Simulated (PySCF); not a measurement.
Structure problem from calculated spectra and properties.

Formula: C2H4N2OSi.

* UV, first state: lowest singlet excitation: 5.57 eV (223 nm, f = 0.000) [TDDFT CAM-B3LYP/def2-SVPD]
* 13C NMR: chemical shifts (computed TMS as zero) by class: 167.6 (1 C), 161.2 (1 C) ppm [GIAO PBE0/pcSseg-1]
* Dipole: 3.20 D [CAM-B3LYP/def2-SVPD]
* 1H NMR: chemical shifts (computed TMS as zero) by class: 8.50 (1 H), 4.62 (3 H) ppm [GIAO PBE0/pcSseg-1]
* Rotational structure: rotational constants A, B, C: 9.337, 2.056, 1.719 GHz [GFN2-xTB]
* Polarisability: 63.2 au [CAM-B3LYP/def2-SVPD]
* Triplet: lowest triplet excitation (Tamm–Dancoff): 4.55 eV [TDA CAM-B3LYP/def2-SVPD]
* UV, strongest line: among the 8 lowest singlet transitions: S3 at 6.64 eV (187 nm, f = 0.263) [TDDFT CAM-B3LYP/def2-SVPD]
* NMR, other nuclei: isotropic shieldings of nuclei other than C and H, by class: -111 (1 N), -90 (1 N), -18 (1 O), 435 (1 Si) ppm [GIAO PBE0/pcSseg-1]

The electronic properties come from PySCF, for the isolated species, density fitting. Levels stand in brackets. Geometry: GFN2-xTB; no solvent, vibrations or thermal averaging. GFN2-xTB frequencies show an imaginary mode (41i cm⁻¹), so this geometry is no minimum at that level. NMR values are class means; diastereotopic atoms form classes of their own.

Question: Propose a structure and show how it fits.

Answer: Numbering: `[SiH3:1][c:2]1[n:3][n:4][cH:5][o:6]1`. Its formula, C2H4N2OSi, gives 3 degrees of unsaturation: 1 ring and 2 π bonds in the structure found (Kekulé form). 2 carbons fall into 2 classes; from least to most shielded: substituted aromatic carbon [C2] (167.6 ppm), aromatic CH next to a ring nitrogen [C5] (161.2 ppm). Hydrogen classes from least to most shielded: 1 H on an aromatic CH next to a ring nitrogen, C5 (8.50 ppm), 3 H on an SiH3 silicon, Si1 (4.62 ppm). The other shieldings belong to: -111 ppm, pyridine-type nitrogen [N3]; -90 ppm, pyridine-type nitrogen [N4]; -18 ppm, furan-type oxygen [O6]; 435 ppm, SiH3 silicon [Si1]. By its constants the optimised geometry is an asymmetric top. Structure: `[SiH3]c1nnco1`. The assignments are read from this structure; whether some other isomer fits the data as well wasn't checked.
